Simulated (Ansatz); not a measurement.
Two structures of ZnH₃ClO, singlet, reached by relaxing down either side of one saddle point (PBE0-D4/def2-TZVP). Energies are electronic, without zero-point energy. Ansatz 0.2.0; basis: def2-TZVPP and def2-QZVPP; cores frozen in the correlated methods. The 3s and 3p shells of Cu and Zn are frozen; filled d shells are correlated. Extrapolation: Hartree–Fock as exp(−7.88 √X), correlation as X^−2.97. First:

```xyz
6
angstrom
Zn -0.6767 -0.2994 -0.3489
O 0.1019 -1.0307 1.0656
Cl -1.5979 0.5591 -2.0162
H 1.3456 1.0813 0.2360
H 1.1483 1.5070 -0.3506
H -0.3212 -1.8173 1.4140
```

Second:

```
atom    x (Å)    y (Å)    z (Å)
 Zn1  -0.0519   0.8627  -0.7873
  O2   0.1650  -0.4580   0.9717
 Cl3  -1.6909  -0.3703  -1.4634
  H4   0.9910  -0.8166   1.3074
  H5   1.0048   1.9770  -0.7773
  H6  -0.4179  -1.1949   0.7489
```

**Question.** Which bonds change from the first to the second?

**Answer.** ZnHClO ([OH][Zn][Cl]) + H₂ → ZnHCl ([Cl][ZnH]) + H₂O (still joined by a long Zn–O bond); bonds formed: Zn1–H5, O2–H4; bonds broken: H4–H5; bonds weakened to dative contacts: Zn1–O2.

**Question.** Give the saddle point's structure and its height above each. (An estimate is asked for; the value comes from the calculation.)

**Answer.** By the calculation: 25.05 kcal/mol above the first and 32.36 kcal/mol above the second (CCSD(T) at an estimated basis limit (MP2 extrapolated from triple and quadruple zeta, plus CCSD(T) − MP2 in triple zeta)).
| atom | x (Å) | y (Å) | z (Å) |
| --- | --- | --- | --- |
| Zn1 | -0.5013 | 0.2705 | -0.5894 |
| O2 | 0.0959 | -0.5417 | 1.0634 |
| Cl3 | -1.8925 | 0.3835 | -2.1667 |
| H4 | 0.9341 | 0.3154 | 0.5646 |
| H5 | 1.0848 | 1.0449 | -0.0912 |
| H6 | 0.2791 | -1.4726 | 1.2193 |

T1 diagnostic: at most 0.016.

Labels in which every atom is bracketed show which atoms are joined, not bond orders.

For scale, one of the runs: CCSD(T)/def2-TZVPP, 179 basis functions (an equivalent command: `ansatz run in.yaml --threads 4`). The run took 26 s on 4 CPU threads (shared host), with 1.6 GiB of host memory at its peak.
